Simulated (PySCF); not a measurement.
`CCOC(=O)c1ccc(F)cc1`. Computed with PySCF, PBE0-D3(BJ)/def2-SVP geometry optimisation, gas phase.

```
atom  x, y, z in Å
C1    -4.2067    0.2389   -0.8604
C2    -3.2783   -0.0592    0.2876
O3    -1.9431   -0.0530   -0.2109
C4    -0.9768   -0.2746    0.6861
O5    -1.1940   -0.4711    1.8564
C6     0.3797   -0.2504    0.0811
C7     1.4738   -0.4727    0.9247
C8     2.7670   -0.4634    0.4189
C9     2.9506   -0.2296   -0.9403
F10    4.1851   -0.2212   -1.4316
C11    1.8801   -0.0056   -1.8003
C12    0.5898   -0.0169   -1.2827
H13   -5.2500    0.2328   -0.5123
H14   -3.9933    1.2276   -1.2929
H15   -4.1042   -0.5147   -1.6552
H16   -3.3621    0.6869    1.0940
H17   -3.4845   -1.0413    0.7432
H18    1.2832   -0.6526    1.9846
H19    3.6374   -0.6343    1.0546
H20    2.0743    0.1734   -2.8592
H21   -0.2679    0.1554   -1.9341
```

(1) How far are the heavy atoms from their best plane (unweighted least squares)?

(2) What is the repulsion energy of the bare nuclei, Σ ZA·ZB/RAB?

(3) What is the longest distance between nuclei?

(4) Work out the bond lengths C1–H13, C1–H14, C2–O3, C4–C6, C6–C7, C8–H19 in bohr.

(5) How far apart are these pairs, which share no bond: C2···C8, O3···H21, C4···H21, C8···H20, F10···H19?

(6) What are the angles C2–C1–H13, C1–C2–O3, C1–C2–H17, O3–C4–O5, C6–C7–H18, C9–C8–H19, F10–C9–C11, C11–C12–H21?

(7) Give the dihedral angles C6–C7–C8–C9, H20–C11–C12–H21, H13–C1–C2–H17, H14–C1–C2–H16, O5–C4–C6–C7, C7–C6–C12–H21.

(8) Where is the centre of mass (commonest isotopes), and what is the radius of gyration?

Answers

(1) 0.006 Å rms; C1 0.02, C2 0.01, O3 0.01, C4 0.00, O5 0.00, C6 0.00, C7 0.00, C8 0.00, C9 0.00, F10 0.00, C11 0.00, C12 0.00 Å (magnitudes).

(2) 663.35 Eh over 210 pairs, with full nuclear charges and distances in bohr; the largest single term is 21.51 Eh (C9 with F10).

(3) F10···H13, 9.49 Å; the next longest distance is 9.07 Å.

(4) For C1–H13 the difference vector is (-1.0433, -0.0061, 0.3481) Å, of length 1.0999 Å. 1 bohr = 0.529177 Å. C1–H13 2.078; C1–H14 2.079; C2–O3 2.693; C4–C6 2.807; C6–C7 2.644; C8–H19 2.062 bohr.

(5) C2···C8 6.060 Å (5 bonds apart); O3···H21 2.412 Å (4 bonds apart); C4···H21 2.748 Å (3 bonds apart); C8···H20 3.410 Å (3 bonds apart); F10···H19 2.579 Å (3 bonds apart).

(6) From the scalar product of the two bond vectors; for C2–C1–H13 it is -0.5672 Å² over 1.5062 × 1.0999 Å², cos θ = -0.3424. C2–C1–H13 110.0°; C1–C2–O3 108.1°; C1–C2–H17 112.1°; O3–C4–O5 123.2°; C6–C7–H18 118.4°; C9–C8–H19 119.3°; F10–C9–C11 119.0°; C11–C12–H21 120.4°.

(7) C6–C7–C8–C9 0° (synperiplanar); H20–C11–C12–H21 0° (synperiplanar); H13–C1–C2–H17 59° (synclinal); H14–C1–C2–H16 59° (synclinal); O5–C4–C6–C7 0° (synperiplanar); C7–C6–C12–H21 180° (antiperiplanar). Dihedral signs follow IUPAC: positive where, seen along the central bond, the front bond turns clockwise onto the rear one.

(8) Mass 168.059 u; centre at (0.207, -0.187, -0.203) Å; Rg = √(Σ m r²/M) = 2.841 Å. As Ia + Ib + Ic = 2 Σ m r², the three principal moments sum to 2712.1 u·Å².

Stationary, but not proved a minimum. The numbers are those of one conformer.

The run took about 6 min of CPU time (one thread, shared machine). These figures are those of the optimisation.
